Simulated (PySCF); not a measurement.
B(Cl)(OMe)(SeH) (CH4BClOSe), SMILES ClB(OC)[SeH]. Atoms are numbered in the order given.

```xyz
9

B     -0.2200     0.6078     0.0000
Cl     0.7397     2.0978     0.0000
O     -1.5551     0.7262     0.0000
C     -2.4506    -0.3714     0.0000
H     -2.3087    -0.9972     0.8972
H     -3.4746     0.0258     0.0000
H     -2.3087    -0.9972    -0.8972
Se     0.6398    -1.1672     0.0000
H      2.0090    -0.6284     0.0000
```

Coordinates come from a B3LYP-D3(BJ)/def2-SVP optimisation. This is a generated structure with no PubChem entry under its InChIKey; it may be hypothetical. One conformer was computed; it need not be the lowest.

All values below come from PBE/pcSseg-1 (PySCF).

GIAO shieldings, no solvent; atoms alike by connectivity are averaged. δ = σ(ref) − σ: ¹¹B against BF3 (σ = 83.9 ppm); ³⁵Cl against HCl (σ = 936.5 ppm); ¹⁷O against H2O (σ = 334.3 ppm); ¹³C against TMS (σ = 182.0 ppm); ¹H against TMS (σ = 31.49 ppm); ⁷⁷Se against Me2Se (σ = 1634.8 ppm), references at their B3LYP-D3(BJ)/def2-TZVP geometries, non-relativistic (without spin–orbit terms, shifts of atoms bonded to Cl or Br come out too high).

Problem. Estimate the chemical shifts. (Estimate from the structure and the level; the computed values follow.)

Solution. 
```json
[
 {"nucleus": "¹¹B", "atoms": "B1", "count": "1", "δ (ppm)": "31.1"},
 {"nucleus": "³⁵Cl", "atoms": "Cl2", "count": "1", "δ (ppm)": "217.6"},
 {"nucleus": "¹⁷O", "atoms": "O3", "count": "1", "δ (ppm)": "185.0"},
 {"nucleus": "¹³C", "atoms": "C4", "count": "1", "δ (ppm)": "60.2"},
 {"nucleus": "¹H", "atoms": "H5, H6, H7", "count": "3", "δ (ppm)": "4.16"},
 {"nucleus": "¹H", "atoms": "H9", "count": "1", "δ (ppm)": "2.44"},
 {"nucleus": "⁷⁷Se", "atoms": "Se8", "count": "1", "δ (ppm)": "-154.3"}
]
```
